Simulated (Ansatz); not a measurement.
Consider the formal hydrolysis of the In–Br bond: `[CH3][In]([NH2])[Br]` + H₂O → `[CH3][In]([NH2])[OH]` + HBr.

Isolated molecules relaxed with PBE0-D4/def2-TZVP in Ansatz; ΔE leaves out vibrations. CCSD(T)/CBS adds triple-zeta CCSD(T) − MP2 to the extrapolated MP2 energy (def2 sets, frozen cores). This one scheme is used for every species. Functionals use def2-TZVPP. Elements past krypton have def2 core potentials. For Br, In outer-core shells are correlated without core-valence functions, which leaves a few kJ/mol of doubt a bond. Scalar relativity is left out up to krypton. One conformer a species, not always the lowest.

CCSD(T)/CBS gives +1.22 eV.

Q: Another level gave +1.15 eV. Which?
A. PBE-QIDH/def2-TZVPP
B. MP2/def2-TZVPP
C. BLYP/def2-TZVPP
D. revPBE/def2-TZVPP

A: D. revPBE 1.15, PBE-QIDH 1.29, MP2/def2-TZVPP 1.22, BLYP 1.08 eV.

Largest T1 diagnostic among the species: 0.015.

From BLYP to BHLYP (50 % exact exchange), in def2-TZVPP and without D4, ΔE moves by +0.20 eV. In def2-TZVPP, CCSD(T) changes the Hartree–Fock value by −0.22 eV (the triples alone add −0.03 eV) and MP2 by −0.18 eV. Leaving LDA and LC-ωPBE aside and taking each functional with its dispersion term where it has one, the values, not all of them listed here, spread over 0.22 eV, from BLYP-D4 to BHLYP-D4.
